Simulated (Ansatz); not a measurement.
Ansatz (a program for electronic structure) input (B3LYP-D3(BJ)/def2-TZVP):

Ansatz 0.2 input:
```yaml
crystal:
  periodic: [false, false, false]
  atoms:
    - {symbol: Y, position_ang: [0.43108502, 0.38027413, 0.42859133]}
    - {symbol: Br, position_ang: [-0.41451380, 1.62204549, -1.69060094]}
    - {symbol: Br, position_ang: [-0.06583808, -2.04577952, 1.21302774]}
basis:
  gaussian:
    orbitals: def2-TZVP
hamiltonian:
  xc: b3lyp
  dispersion: d3bj
magnetization: {spin_polarized: true, initial_magnetization: 1}
phonons: {temperatures: {t_min: 298.15, t_max: 298.15, t_step: 100}}
```

Output:

```
Functional definition: B3LYP
integrals: 0.09 GiB planned
1055 factors; integrals over basis functions are off by at most 1.8e-4 eV
mean field: 1.27 GiB planned
mean field evaluation 1: about -141139.9379 eV, gradient 1.3e1 eV
mean field evaluation 2: about -141138.4173 eV, gradient 2.2e1 eV
mean field evaluation 4: about -141141.2358 eV, gradient 1.4e0 eV
mean field evaluation 8: about -141141.2762 eV, gradient 3.4e-2 eV
mean field evaluation 16: about -141141.2763 eV, gradient 2.1e-4 eV
mean field evaluation 32: about -141141.2763 eV, gradient 1.2e-5 eV
mean field -141141.27628847 eV, -5186.8462346081 hartree, gradient 1.2e-5 eV, S^2 0.750601; 5 other end points of the search recorded, 0 dependent functions left out
the calculation of the forces begins
reference -141141.27651537 eV, -5186.8462429465 hartree; 41, 40 occupied and 95, 96 virtual orbitals, 1055 factors
these checks for a lower state are left out or cut short: stability, starts, cluster_reference, orbital_swaps, neighbouring_geometries, increment
integrals: 0.09 GiB planned
1055 factors; integrals over basis functions are off by at most 1.8e-4 eV
mean field: 1.27 GiB planned
mean field -141141.27627243 eV, -5186.8462340188 hartree, gradient 1.3e-6 eV, S^2 0.750601; 0 other end points of the search recorded, 0 dependent functions left out
the calculation of the forces begins
reference -141141.27649935 eV, -5186.8462423577 hartree; 41, 40 occupied and 95, 96 virtual orbitals, 1055 factors
these checks for a lower state are left out or cut short: stability, starts, cluster_reference, orbital_swaps, neighbouring_geometries, increment
integrals: 0.09 GiB planned
1055 factors; integrals over basis functions are off by at most 1.8e-4 eV
mean field: 1.27 GiB planned
mean field -141141.27626322 eV, -5186.8462336802 hartree, gradient 1.5e-6 eV, S^2 0.750601; 0 other end points of the search recorded, 0 dependent functions left out
the calculation of the forces begins
reference -141141.27649011 eV, -5186.8462420181 hartree; 41, 40 occupied and 95, 96 virtual orbitals, 1055 factors
these checks for a lower state are left out or cut short: stability, starts, cluster_reference, orbital_swaps, neighbouring_geometries, increment
integrals: 0.09 GiB planned
1055 factors; integrals over basis functions are off by at most 1.8e-4 eV
mean field: 1.27 GiB planned
mean field -141141.27622580 eV, -5186.8462323052 hartree, gradient 2.8e-6 eV, S^2 0.750601; 0 other end points of the search recorded, 0 dependent functions left out
the calculation of the forces begins
reference -141141.27645267 eV, -5186.8462406424 hartree; 41, 40 occupied and 95, 96 virtual orbitals, 1055 factors
these checks for a lower state are left out or cut short: stability, starts, cluster_reference, orbital_swaps, neighbouring_geometries, increment
integrals: 0.09 GiB planned
1055 factors; integrals over basis functions are off by at most 1.8e-4 eV
mean field: 1.27 GiB planned
mean field -141141.27630360 eV, -5186.8462351642 hartree, gradient 1.3e-6 eV, S^2 0.750601; 0 other end points of the search recorded, 0 dependent functions left out
the calculation of the forces begins
reference -141141.27653053 eV, -5186.8462435038 hartree; 41, 40 occupied and 95, 96 virtual orbitals, 1055 factors
these checks for a lower state are left out or cut short: stability, starts, cluster_reference, orbital_swaps, neighbouring_geometries, increment
integrals: 0.09 GiB planned
1055 factors; integrals over basis functions are off by at most 1.8e-4 eV
mean field: 1.27 GiB planned
mean field evaluation 64: about -141141.2763 eV, gradient 5.6e-5 eV
mean field -141141.27632003 eV, -5186.8462357678 hartree, gradient 2.3e-6 eV, S^2 0.750601; 0 other end points of the search recorded, 0 dependent functions left out
the calculation of the forces begins
reference -141141.27654695 eV, -5186.8462441069 hartree; 41, 40 occupied and 95, 96 virtual orbitals, 1055 factors
these checks for a lower state are left out or cut short: stability, starts, cluster_reference, orbital_swaps, neighbouring_geometries, increment
integrals: 0.09 GiB planned
1055 factors; integrals over basis functions are off by at most 1.8e-4 eV
mean field: 1.27 GiB planned
mean field -141141.27624902 eV, -5186.8462331584 hartree, gradient 1.7e-6 eV, S^2 0.750601; 0 other end points of the search recorded, 0 dependent functions left out
the calculation of the forces begins
reference -141141.27647590 eV, -5186.8462414962 hartree; 41, 40 occupied and 95, 96 virtual orbitals, 1055 factors
Total energy: -141141.49652880 eV, -5186.8543282911 hartree
Atom 0 at     0.431085     0.380274     0.428591 Å, force    -0.000126    -0.000111    -0.000125 eV/Å
Atom 1 at    -0.414514     1.622045    -1.690601 Å, force     0.000068     0.000001     0.000106 eV/Å
Atom 2 at    -0.065838    -2.045780     1.213028 Å, force     0.000058     0.000110     0.000020 eV/Å
Dipole moment:     0.380897     0.336001     0.378693 e Å
Vibrations: 38.35 225.38 278.17 cm⁻¹, zero-point energy 0.033594 eV
```

The spin state was set by rule; other spins were not relaxed.
